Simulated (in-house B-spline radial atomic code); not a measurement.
Whole-atom quantities along the 33-electron series, configuration [Ar] 3d10 4s2 4p3. Computed with a radial B-spline atomic code at the basis-set limit: non-relativistic Hartree-Fock, average of the configuration, point nuclei.

This level leaves out relativity, spin-orbit splitting included, which matters for heavy ions.

```tsv
ion	Z	E/Z² (Eh)	Σ<r²> (bohr²)	n(0)/Z³ (bohr⁻³)	Lamb diamagnetic shielding (ppm)	repulsion over attraction
In16+	49	-2.3505	6.0334	0.70378	4682.87	0.12685
Sn17+	50	-2.3642	5.6493	0.70454	4795.16	0.12482
Sb18+	51	?	?	?	?	?
Te19+	52	-2.3903	4.9875	0.70599	5019.67	0.12092
I20+	53	-2.4028	4.7009	0.70668	5131.91	0.11905
Xe21+	54	-2.4149	4.4391	0.70735	5244.13	0.11722
Cs22+	55	-2.4266	4.1993	0.708	5356.33	0.11545
Ba23+	56	-2.4379	3.9789	0.70863	5468.53	0.11372
La24+	57	?	?	?	?	?
Ce25+	58	-2.4596	3.5885	0.70984	5692.89	0.1104
Pr26+	59	-2.47	3.4151	0.71042	5805.06	0.1088
Nd27+	60	?	?	?	?	?
Pm28+	61	-2.4898	3.1046	0.71153	6029.37	0.10574
Sm29+	62	-2.4993	2.9654	0.71207	6141.51	0.10426
Eu30+	63	-2.5086	2.8355	0.71258	6253.66	0.10283
Gd31+	64	-2.5176	2.7141	0.71309	6365.79	0.10143
Tb32+	65	-2.5264	2.6005	0.71358	6477.92	0.10006
Dy33+	66	-2.5349	2.4939	0.71406	6590.05	0.098733
```

(1) Fill in the row of Sb18+.

(2) Fill in the row of La24+.

(3) Fill in the row of Nd27+.

(4) With what power of Z does the column «Σ<r²> (bohr²)» change over this range?

Answers

(1) E/Z² (Eh): -2.3775; Σ<r²> (bohr²): 5.3023; n(0)/Z³ (bohr⁻³): 0.70528; Lamb diamagnetic shielding (ppm): 4907.42; repulsion over attraction: 0.12285.

(2) E/Z² (Eh): -2.4489; Σ<r²> (bohr²): 3.776; n(0)/Z³ (bohr⁻³): 0.70925; Lamb diamagnetic shielding (ppm): 5580.71; repulsion over attraction: 0.11203.

(3) E/Z² (Eh): -2.48; Σ<r²> (bohr²): 3.2542; n(0)/Z³ (bohr⁻³): 0.71099; Lamb diamagnetic shielding (ppm): 5917.22; repulsion over attraction: 0.10725.

(4) A fit of the logarithm of its size against log Z from Z = 49 to 66 has slope -2.96. Unscreened non-relativistic hydrogenic orbitals would give -2.
